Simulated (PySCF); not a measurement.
Be(Cl)(Et) (C2H5BeCl), SMILES C[CH2][Be][Cl]. Atoms are numbered in the order given.

```xyz
9

Be     0.2845     0.2002     0.0000
Cl    -0.1174     1.9826     0.0000
C      0.6599    -1.4391     0.0000
C     -0.5300    -2.4224     0.0000
H      1.3071    -1.6461    -0.8768
H      1.3071    -1.6461     0.8768
H     -1.1705    -2.2849     0.8868
H     -1.1705    -2.2849    -0.8868
H     -0.1950    -3.4734     0.0000
```
Charge 0, spin multiplicity 1.

Geometry optimised at TPSSh-D3(BJ)/def2-SVP. One conformer was computed; it need not be the lowest.

All values below come from ωB97X/def2-TZVPD (PySCF).

Mulliken values depend strongly on the basis, most of all with diffuse functions as here. ESP charges are fitted to the potential on shells at 1.4 to 2.0 van der Waals radii. Atomic charges (e):

```tsv
atom	Mulliken	ESP fit
Be1	0.23	0.36
Cl2	-0.23	-0.28
C3	0.01	0.05
C4	-1.13	-0.26
H5	0.16	-0.03
H6	0.16	-0.03
H7	0.27	0.06
H8	0.27	0.06
H9	0.26	0.06
```
